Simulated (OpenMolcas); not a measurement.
## Ge I: Slater's ratio, thermal populations, the spin-orbit constant, worked from levels

```
Program             : OpenMolcas 26.06
Basis               : ANO-RCC-VDZP [5s4p2d]
Scalar Hamiltonian  : DKH2, point nucleus
Active space        : 2 electrons in 3 orbitals (4p)
State averaging     : 2S+1 = 3 even, 3 roots; 2S+1 = 1 even, 6 roots
Spin-orbit coupling : RASSI with atomic mean-field integrals over the reference wave functions, term energies averaged over their components
```

Methods: CASSCF; SS-CASPT2, IPEA 0.25 Eh, imaginary shift 0.1 Eh (closed shells correlated: 3d 4s). Measured levels: NIST Handbook of Basic Atomic Spectroscopic Data.

**Slater's ratio.** With one set of orbitals, p2 has ¹D - ³P = 6 F2 and ¹S - ¹D = 9 F2 (F2 = F²/25), a ratio of 3/2. Term energies are centres of gravity, weighted by 2J + 1.

```json
{"Source": "CASSCF", "¹D - ³P": "8873", "¹S - ³P": "22035", "F2 from the first": "1479", "Ratio": "1.483"}
{"Source": "SS-CASPT2", "¹D - ³P": "8608", "¹S - ³P": "18766", "F2 from the first": "1435", "Ratio": "1.180"}
{"Source": "measured", "¹D - ³P": "6156", "¹S - ³P": "15398", "F2 from the first": "1026", "Ratio": "1.501"}
```

Energies in cm-1. A ratio away from 3/2 shows effects beyond one configuration with one set of orbitals, and in heavier atoms second-order spin-orbit shifts.

**Thermal populations.** Z = Σ (2J + 1) exp(-E/kT) with k = 0.695035 cm-1/K, over the levels below. No other level of either list lies under 37400 cm-1, which is above 7 kT at each temperature.

```csv
Level,2J + 1,SS-CASPT2,measured
4s² 4p² ³P₀,1,0.0,0.0
4s² 4p² ³P₁,3,457,557
4s² 4p² ³P₂,5,1213,1410
4s² 4p² ¹D₂,5,9430,7125
4s² 4p² ¹S₀,1,19590,16367
```

```csv
T (K),"Z, SS-CASPT2","Z, measured levels","Ground level (%), SS-CASPT2","Ground level (%), measured levels"
2000,5.254,4.852,19.0,20.6
3000,6.259,6.004,16.0,16.7
5000,7.492,7.541,13.3,13.3
```

At 5000 K, kT = 3475 cm-1, and the computed levels give Z = 1.000 + 2.630 + 3.527 + 0.332 + 0.004 = 7.492.

**The spin-orbit constant.** For the Hund term ³P of p2, E(J) = (A/2) J(J+1) + constant and ζ = 2S·A = 2A. From J = 0 to J = 2 the energy changes by 3 A.

```csv
Source,E(2) - E(0),A,ζ
CASSCF,1205.2,401.7,803
SS-CASPT2,1212.8,404.3,809
measured,1410.0,470.0,940
```

All in cm-1. SS-CASPT2 is off by -14.0 % and CASSCF by -14.5 %. Both methods take the spin-orbit matrix elements from the reference wave functions, so the second can move ζ only through the term energies and any multistate remixing. Second-order mixing with other terms is absorbed into this ζ.

Term energies are means over components that CASPT2 splits; among the terms shown or strongly mixed into the levels shown the widest spread is 75 cm-1 (4s² 4p² ¹D, SS-CASPT2). With the s shell closed, the reference lacks s² → p² mixing. Without dynamic correlation excited terms often stand tens of per cent too high (terms of higher spin than the ground term too low), and those without a measured partner can miss by more than the paired ones (holds for CASSCF). Some terms miss by over 15 % even with CASPT2, which points to a basis or an active space too small for the shells correlated (holds for SS-CASPT2). Computed and measured levels are paired by configuration, term and J; levels that our copy of the source lacks, or whose pairing is in doubt (as where it misses far off the trend of its configuration), stay unpaired and out of the deviations. Only configurations of the active space appear.
